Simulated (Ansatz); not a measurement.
Breaking a bond: MgN (cation, charge +1), lowest singlet found (which spin is the ground state isn't settled by this scan).

- RCCSD(T) = CCSD(T) on RHF/aug-cc-pVDZ, frozen core (Ansatz, an electronic-structure program)
- FCI = full CI/aug-cc-pVDZ, frozen core (Ansatz)
- RKS-CAM-B3LYP = restricted CAM-B3LYP/aug-cc-pVDZ in Ansatz

Total energies in hartree (comparable only within one method and basis):

| R / Å | RCCSD(T) | FCI | RKS-CAM-B3LYP |
|---|---|---|---|
| 1.76 | -253.78001 | -253.78943 | -254.29691 |
| 1.85 | -253.79294 | -253.80278 | -254.30748 |
| 1.92 | -253.79816 | -253.80827 | -254.31097 |
| 2.01 | -253.80057 | -253.81099 | -254.31123 |
| 2.07 | -253.80028 | -253.81087 | -254.30951 |
| 2.16 | -253.79794 | -253.80875 | -254.30493 |
| 2.21 | -253.79597 | -253.80687 | -254.30163 |
| 2.30 | -253.79172 | -253.80272 | -254.29482 |
| 2.38 | -253.78754 | -253.79856 | -254.28813 |
| 2.55 | -253.77866 | -253.78949 | -254.27317 |
| 2.68 | -253.77257 | -253.78307 | -254.26178 |
| 2.85 | — | -253.77589 | -254.24762 |
| 3.08 | — | -253.76855 | -254.23038 |
| 3.40 | — | -253.76216 | -254.21043 |
| 3.77 | — | -253.75839 | -254.19279 |

Dashes: no converged value, or the column stops at the first point that the program doubted or that broke a chosen test of continuity, which isn't proof of a fault.

The scan ran from 1.52 to 7.14 Å; beyond the distances shown full CI changes its symmetry label. The T1 diagnostic of CCSD on the restricted reference of RCCSD(T) exceeds 0.045 at 3.08 to 3.77 Å. Also computed but left out beside FCI, since their determinant holds another spin at the minimum (<S²> over 0.7 above the pure value): UHF, UMP2, UCCSD, UCCSD(T), UKS-PBE, UKS-CAM-B3LYP, UKS-B3LYP/6-31G*, UKS-BP86/6-31G*, UMP2/3-21G, UKS-M06-2X/6-31G*. The restricted form behind RKS-CAM-B3LYP keeps the bonding electrons paired and can't separate into open-shell fragments.
